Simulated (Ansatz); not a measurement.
The cluster InGa₅. Charge 0, multiplicity 1. Geometry relaxed at PBE-D4/def2-SVP.

| atom | x (Å) | y (Å) | z (Å) |
| --- | --- | --- | --- |
| Ga1 | -1.1223 | 1.3321 | -0.8603 |
| Ga2 | 2.1345 | -0.4781 | -0.1718 |
| Ga3 | -2.0150 | -0.7059 | 0.3939 |
| Ga4 | 0.7681 | 1.3557 | 0.8879 |
| Ga5 | -0.0218 | -0.8205 | 1.9835 |
| In6 | 0.2564 | -0.6833 | -2.2332 |

In the def2 sets In takes a core potential; there is no spin–orbit coupling. The restricted singlet is unstable towards broken spin symmetry in Hartree–Fock (as tested in another run); at PBE-D4/def2-SVP this wasn't settled. The structure comes from a short search, and lower isomers may exist.

Estimate the harmonic wavenumbers at RKS PBE-D4/def2-SVP (Ansatz, unscaled). Is this a minimum?

33, 42, 61, 78, 85, 126, 133, 156, 167, 183, 192, 199 cm⁻¹. Yes, no mode is imaginary beyond noise. Zero-point energy 8.7 kJ/mol. Run time 92 s (4 threads of Arm Neoverse V2 on a shared host).
